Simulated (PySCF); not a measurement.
Fe(CO)5 (C5FeO5), SMILES [O+]#[C-]->[Fe](<-[C-]#[O+])(<-[C-]#[O+])(<-[C-]#[O+])<-[C-]#[O+], multiplicity 1.

Coordinates come from a PBE0-D3(BJ)/def2-SVP optimisation. The spin state was assumed, not searched. The isomer is the one that the SMILES or the coordinates give; other isomers of the formula were not compared.

Level of theory: PBE0-D3(BJ)/def2-SVP run with PySCF.

Frequencies are harmonic and unscaled.

Modes within 1.5 cm⁻¹ of each other (mostly degenerate sets) share a row, with their intensities summed.

```tsv
mode	ν (cm⁻¹)	IR (km/mol)	moving atoms (share of kinetic energy)
1–2	50	0.0	O 83 %, C 16 %
3–4	102	0.0	O 91 %, C 9 %
5–6	109	0.4	O 73 %, Fe 19 %, C 8 %
7	114	0.5	O 78 %, Fe 14 %, C 8 %
8–10	385	0.0	C 78 %, O 22 %
11	441	0.0	O 61 %, C 39 %
12–13	460	13.7	C 79 %, O 18 %
14	468	0.0	O 61 %, C 39 %
15	494	4.1	C 57 %, O 31 %, Fe 12 %
16–17	510	2.6	C 51 %, O 35 %, Fe 13 %
18–19	587	0.0	C 91 %, O 9 %
20	652	146.5	C 45 %, Fe 45 %, O 10 %
21–22	690	328.6	C 55 %, Fe 36 %, O 9 %
23–24	2146	2543.7	C 59 %, O 41 %
25–26	2171	1490.1	C 59 %, O 41 %
27	2249	0.0	C 61 %, O 39 %
```
